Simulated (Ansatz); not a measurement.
`C#[C][GaH][SH]` + `O[SiH3]` → `[SiH3][O][GaH][SH]` + `C#C` at 600 K and 1 bar (ligand exchange at a Ga–C bond).

Computed with Ansatz on PBE0-D4/def2-TZVP structures; ΔE is electronic, products minus reactants. CCSD(T)/CBS adds triple-zeta CCSD(T) − MP2 to the extrapolated MP2 energy (def2 sets, frozen cores). This one scheme is used for every species. For Ga outer-core shells are correlated without core-valence functions, which leaves a few kJ/mol of doubt a bond. Scalar relativity is left out up to krypton. One conformer a species, not always the lowest.

| species | CCSD(T)/CBS energy (Eh) | H − E (kJ/mol) | S (J/(mol·K)) |
| --- | --- | --- | --- |
| `C#[C][GaH][SH]` | -2399.59828 | 143.7 | 408.1 |
| `O[SiH3]` | -366.69042 | 135.7 | 307.9 |
| `[SiH3][O][GaH][SH]` | -2689.07634 | 183.2 | 463.7 |
| `C#C` | -77.22717 | 96.2 | 235.4 |

H − E and S are ideal-gas, rigid-rotor, harmonic terms from PBE0-D4/def2-TZVP, for one conformer and one mirror image of each species. 1 Eh = 2625.50 kJ/mol, R = 8.31446 J/(mol·K).

By hand: ΔE, ΔH, ΔS and ΔG.

ΔE = (-2689.07634) + (-77.22717) − (-2399.59828) − (-366.69042) = -0.01481 Eh = -38.9 kJ/mol. Δ(H − E) = 183.2 + 96.2 − 143.7 − 135.7 = 0.0, so ΔH = -38.9 kJ/mol. ΔS = 463.7 + 235.4 − 408.1 − 307.9 = -16.9 J/(mol·K). ΔG = -38.9 − 600 × (-16.9)/1000 = -28.8 kJ/mol.

By hand: the equilibrium constant, and the temperature at which ΔG would vanish if ΔH and ΔS stayed fixed.

log₁₀ K = −ΔG/(RT ln 10) = 2.5. ΔG = 0 at ΔH/ΔS = 2302 K, though so small a ΔS makes that figure unsure.

ΔH outweighs TΔS. A doubt of 5 kJ/mol in ΔE shifts log₁₀ K by 0.4 here. Other conformers and mirror images would add mixing entropy, several J/(mol·K) or more a flexible species. Modes under 60 cm⁻¹, often nearly free rotors, make the harmonic entropy too high. These are equilibria of isolated gas molecules and say nothing of rates. Largest T1 diagnostic: 0.014 (customary marks: 0.02 for closed shells, 0.045 for open ones).
